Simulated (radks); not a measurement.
The numbers below are computed, except where a source is named.
Q: Species: Nd II. Configuration: [Xe] 4f4 6s1. Code: a radial shooting solver on a logarithmic mesh with Libxc functionals. Model: Dirac Kohn-Sham, LDA (Slater exchange, Perdew-Wang correlation), spin-unpolarised, spherical densities, finite nucleus; open shells are shared between the two j in proportion to 2j + 1; Fermi nuclear charge, rms radius 4.9123 fm. Some entries of the table are withheld. Estimate them.

orbital     occ.  eigenvalue (hartree)  <r^2> (bohr^2)  <r> (bohr)
1s1/2          2             -1591.986       0.0007611     0.02365
2s1/2          2                   (1)         0.01199      0.1006
2p1/2          2             -243.8492        0.008757     0.08425
2p3/2          4             -224.7611         0.01001     0.09066
3s1/2          2             -56.04096         0.08116      0.2663
3p1/2          2             -50.14740         0.07610      0.2558
3p3/2          4             -46.33880         0.08348      0.2683
3d3/2          4             -36.02998         0.06767      0.2395
3d5/2          6             -35.20576         0.06975      0.2434
4s1/2          2             -11.30280          0.4171      0.6076
4p1/2          2              -9.07855          0.4432      0.6239
4p3/2          4              -8.24730          0.4845      0.6525
4d3/2          4                   (2)          0.5721      0.7018
4d5/2          6                   (3)          0.5888      0.7120
5s1/2          2              -1.71093           2.438       1.472
5p1/2          2                   (4)           3.141       1.663
5p3/2          4                   (5)           3.503       1.755
6s1/2          1              -0.31041           17.68         (6)
4f5/2    1.71429              -0.29921           1.661         (7)
4f7/2    2.28571              -0.28424           1.732         (8)

A: 
(1) 2s1/2 eigenvalue (hartree): -257.6104
(2) 4d3/2 eigenvalue (hartree): -4.58421
(3) 4d5/2 eigenvalue (hartree): -4.43743
(4) 5p1/2 eigenvalue (hartree): -1.11481
(5) 5p3/2 eigenvalue (hartree): -1.00159
(6) 6s1/2 <r> (bohr): 3.970
(7) 4f5/2 <r> (bohr): 1.094
(8) 4f7/2 <r> (bohr): 1.114
